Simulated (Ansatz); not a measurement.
Reaction (ligand exchange at the Al–C bond): `C[CH](C)[AlH][Cl]` + `[SiH3]N[SiH3]` → `[SiH3][N]([SiH3])[AlH][Cl]` + propane

Calculated with Ansatz (gas phase, PBE0-D4/def2-TZVP geometries, no zero-point term in ΔE). CBS: MP2 limit from def2 TZ/QZ plus the TZ coupled-cluster correction, frozen cores. This one scheme is used for every species. Functionals use def2-TZVPP. B3LYP here is the variant with VWN-RPA as its local correlation; programs differ in this. Each species was taken in one conformer, which may not be the lowest.

| level | ΔE (kJ/mol) |
| --- | --- |
| PBE-D4 | -119.6 |
| B3LYP-D4 | -127.1 |
| r2SCAN | -128.6 |
| r2SCANh | -128.8 |

Task: What does CCSD(T)/CBS give? (An estimate is asked.)

Result: Ansatz gave: -129.3 kJ/mol. The listed levels differ from it by 9.7, 2.2, 0.7, 0.5 kJ/mol.

Largest T1 diagnostic among the species: 0.011.

The D4 term adds −5.5 kJ/mol with B3LYP and −2.9 kJ/mol with PBE0; it sums over pairs of atoms, weighted by their polarisabilities, and B3LYP, whose exchange is more repulsive, gets the larger term. From BLYP to BHLYP (50 % exact exchange), in def2-TZVPP and without D4, ΔE moves by −9.3 kJ/mol.
